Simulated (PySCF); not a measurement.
This PySCF input asks for the NMR shieldings of `CC/C(=C/F)SC`, C$_{5}$H$_{9}$FS; the geometry comes from GFN2-xTB.

```python
import basis_set_exchange as bse
import numpy as np
from pyscf import gto, dft
from pyscf.prop import nmr

atoms = """
C    -2.113098   -0.170646    0.969914
C    -1.505835   -0.085463   -0.430247
C    -0.022482    0.153660   -0.356831
C     0.457692    1.381736   -0.505599
F     1.761374    1.732877   -0.448359
S     0.863287   -1.336795   -0.034394
C     2.550752   -0.815615    0.385110
H    -1.966173    0.764675    1.505159
H    -1.644159   -0.972272    1.534922
H    -3.179344   -0.370138    0.904125
H    -1.980740    0.720789   -0.991328
H    -1.682829   -1.025318   -0.956199
H    -0.170846    2.239944   -0.694294
H     2.519417   -0.094864    1.195309
H     3.062980   -1.717767    0.705856
H     3.042404   -0.395859   -0.485979
"""
names = dict.fromkeys(["C", "F", "S", "H"], "pcSseg-1")
basis = {el: gto.basis.parse(bse.get_basis(n, elements=[el], fmt="nwchem")) for el, n in names.items()}
mol = gto.M(atom=atoms, basis=basis, charge=0, verbose=0)
mf = dft.RKS(mol, xc="PBE0")
mf.grids.level = 2
mf.grids.alignment = dft.numint.BLKSIZE   # the property module wants whole blocks of grid points
mf.conv_tol = 1e-9
mf.kernel()

calc = nmr.RKS(mf)   # GIAO
C = mf.mo_coeff
Co = C[:, mf.mo_occ > 0]
resp = mf.gen_response(singlet=True, hermi=2)
def vind(x):   # induced exchange potential for any number of trial vectors
    d = np.einsum("pi,xij,qj->xpq", C, 2 * x.reshape(-1, C.shape[1], Co.shape[1]), Co, optimize=True)
    return np.einsum("xpq,pi,qj->xij", resp(d - d.transpose(0, 2, 1)), C, Co, optimize=True).ravel()
mo1, _ = nmr.rhf.solve_mo1(calc, with_cphf=vind)
sigma = calc.kernel(mo1)
for i, s in enumerate(sigma):   # ppm
    print("%2d %-2s %9.2f" % (i, mol.atom_pure_symbol(i), np.trace(s) / 3))
```

Q: Give the expected output.

A: 
```
 0 C     167.02
 1 C     157.70
 2 C      55.86
 3 C      35.49
 4 F     324.77
 5 S     498.18
 6 C     166.37
 7 H      30.92
 8 H      30.01
 9 H      30.62
10 H      29.79
11 H      29.97
12 H      24.61
13 H      28.88
14 H      29.89
15 H      28.50
```

These numbers come from an equivalent density-fitted implementation of the same equations, which agrees with the script to about 0.01 ppm for H and up to a few tenths of a ppm for heavy atoms, so last digits may differ.

Q: Turn these shieldings into chemical shifts. Referencing at the same level of theory: ¹³C (σ = 186.93 ppm), ¹H (σ = 31.72 ppm) vs TMS; ¹⁹F (σ = 170.95 ppm) vs CFCl3; CS2 for ³³S (σ = 503.73 ppm).

A: Averaging equivalent atoms: C 3: 151.4; C 2: 131.1; C 1: 29.2; C 6: 20.6; C 0: 19.9; F 4: -153.8; S 5: 6; H 12: 7.11; H 13/14/15: 2.63; H 10/11: 1.83; H 7/8/9: 1.20 ppm. Unscaled 19F shifts against computed CFCl3 carry errors that often reach 10 to 50 ppm.

Size and cost of the density-fitted run: 171 basis functions, 21 s wall time on 1 thread of an Arm Neoverse V1, shared host; peak memory 0.77 GiB.
